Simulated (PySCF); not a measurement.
GaH4O2P. Atoms are numbered in the order given.

```xyz
8

Ga    -0.3155     0.0022     0.0000
O     -1.2140    -0.0062    -1.5437
H     -2.1753    -0.0039    -1.4913
O     -1.2140    -0.0062     1.5437
H     -2.1753    -0.0039     1.4913
P      1.9601     0.1151     0.0000
H      2.0769    -0.8429     1.0473
H      2.0769    -0.8429    -1.0473
```
Charge 0, spin multiplicity 1.

Geometry: ωB97X-D3(BJ)/def2-SVP. The structure was generated by enumeration; whether it is a known compound was not checked. The values are those of a single conformer.

Computed with TDDFT-PBE/def2-SVPD (PySCF).

Vertical excitations. Isolated molecule, no solvent. State labels are in the subgroup Cs.

### Question
Estimate the UV-visible absorptions. (Estimate from the structure and the level; the computed values follow.)

### Answer

```json
[
 {"state": "S1", "symmetry": "A'", "energy (eV)": "5.26", "λ (nm)": "236", "f": "0.063", "main pairs": "HOMO→LUMO 87 %"},
 {"state": "S2", "symmetry": "A\"", "energy (eV)": "5.52", "λ (nm)": "225", "f": "0.000", "main pairs": "HOMO−1→LUMO 99 %"},
 {"state": "S3", "symmetry": "A\"", "energy (eV)": "5.90", "λ (nm)": "210", "f": "0.023", "main pairs": "HOMO−2→LUMO 76 %, HOMO−1→LUMO+1 24 %"},
 {"state": "S4", "symmetry": "A'", "energy (eV)": "5.95", "λ (nm)": "208", "f": "0.032", "main pairs": "HOMO→LUMO+1 64 %, HOMO−3→LUMO 27 %"},
 {"state": "S5", "symmetry": "A'", "energy (eV)": "6.27", "λ (nm)": "198", "f": "0.114", "main pairs": "HOMO−3→LUMO 66 %, HOMO→LUMO+1 17 %"},
 {"state": "S6", "symmetry": "A\"", "energy (eV)": "6.33", "λ (nm)": "196", "f": "0.000", "main pairs": "HOMO−2→LUMO+1 99 %"},
 {"state": "S7", "symmetry": "A\"", "energy (eV)": "6.40", "λ (nm)": "194", "f": "0.011", "main pairs": "HOMO→LUMO+2 90 %"},
 {"state": "S8", "symmetry": "A\"", "energy (eV)": "6.59", "λ (nm)": "188", "f": "0.080", "main pairs": "HOMO−1→LUMO+1 59 %, HOMO−2→LUMO 17 %"},
 {"state": "S9", "symmetry": "A'", "energy (eV)": "6.61", "λ (nm)": "188", "f": "0.007", "main pairs": "HOMO−1→LUMO+2 94 %"},
 {"state": "S10", "symmetry": "A'", "energy (eV)": "6.77", "λ (nm)": "183", "f": "0.020", "main pairs": "HOMO−4→LUMO 61 %, HOMO−3→LUMO+1 26 %"},
 {"state": "T1", "symmetry": "A'", "energy (eV)": "4.74", "λ (nm)": "262", "f": "0", "main pairs": "HOMO→LUMO 90 %"},
 {"state": "T2", "symmetry": "A\"", "energy (eV)": "5.27", "λ (nm)": "235", "f": "0", "main pairs": "HOMO−1→LUMO 99 %"},
 {"state": "T3", "symmetry": "A'", "energy (eV)": "5.29", "λ (nm)": "234", "f": "0", "main pairs": "HOMO→LUMO+1 90 %"},
 {"state": "T4", "symmetry": "A\"", "energy (eV)": "5.51", "λ (nm)": "225", "f": "0", "main pairs": "HOMO−2→LUMO 95 %"}
]
```
Triplets are in the Tamm–Dancoff approximation, which puts them higher than full response would, so one can lie above its singlet here.
